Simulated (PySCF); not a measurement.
C2H12Si3.
Atom-mapped SMILES: `[CH3:1][SiH2:2][CH:3]([SiH3:4])[SiH3:5]` (hydrogens: H6, H7, H8 on C1; H9, H10 on Si2; H11 on C3; H12, H13, H14 on Si4; H15, H16, H17 on Si5)

Geometry (PBE0-D3(BJ)/def2-SVP, Å), atoms numbered from 1 in this order:
```
atom  x, y, z in Å
C1     2.6705    0.7471    0.0183
Si2    0.9954    0.7228   -0.8311
C3    -0.4232    0.5305    0.4058
Si4   -0.3848   -1.1238    1.3066
Si5   -2.0957    0.8417   -0.4074
H6     3.4710    0.9241   -0.7166
H7     2.7160    1.5508    0.7698
H8     2.8760   -0.2079    0.5252
H9     0.8045    1.9937   -1.6016
H10    0.9301   -0.4131   -1.8053
H11   -0.2938    1.3185    1.1730
H12    0.9365   -1.3472    1.9726
H13   -1.4505   -1.1787    2.3549
H14   -0.6155   -2.2385    0.3367
H15   -3.2052    0.7060    0.5872
H16   -2.1450    2.2178   -0.9908
H17   -2.3222   -0.1486   -1.5049
```

Method: core-valence-separated Tamm–Dancoff BHandHLYP/aug-pcX-1 (pcseg-1 on H, def2-SVPD on Si) in PySCF, non-relativistic, gas phase, PBE0-D3(BJ)/def2-SVP geometry. No empirical shift is added; at this level the pattern usually sits a few eV under experiment.

The lowest roots of each edge with f over 0.003 (five at most, numbered afresh; weaker and dark ones are left out), with transition dipoles (au) in the frame of the coordinates:

| root | edge | E (eV) | f | μx | μy | μz |
| --- | --- | --- | --- | --- | --- | --- |
| 1 | C | 284.95 | 0.0069 | -0.0026 | 0.0172 | 0.0260 |
| 2 | C | 285.52 | 0.0247 | 0.0209 | 0.0455 | 0.0320 |
| 3 | C | 285.79 | 0.0282 | 0.0192 | -0.0285 | -0.0534 |
| 4 | C | 285.86 | 0.0038 | -0.0199 | 0.0121 | 0.0000 |
| 5 | C | 285.93 | 0.0309 | -0.0307 | -0.0556 | 0.0193 |

Question: Molecules are fixed in this frame and the field points along (0, 1, 1)/√2. What effective strengths 3 f cos²θ do the roots have (θ between field and μ)?

Answer: root 1 (C3): 0.020, root 2 (C3): 0.063, root 3 (C1): 0.070, root 4 (C3): 0.002, root 5 (C1): 0.014. Root 3 is the strongest. Averaged over all orientations cos²θ is 1/3, which gives f back.

The run took 15 s of wall time on an Arm Neoverse V2 with one thread, shared host with 96 logical CPUs at a one-minute load of 46, and the process peaked at 0.85 GiB of memory.

One conformer stands for the species.
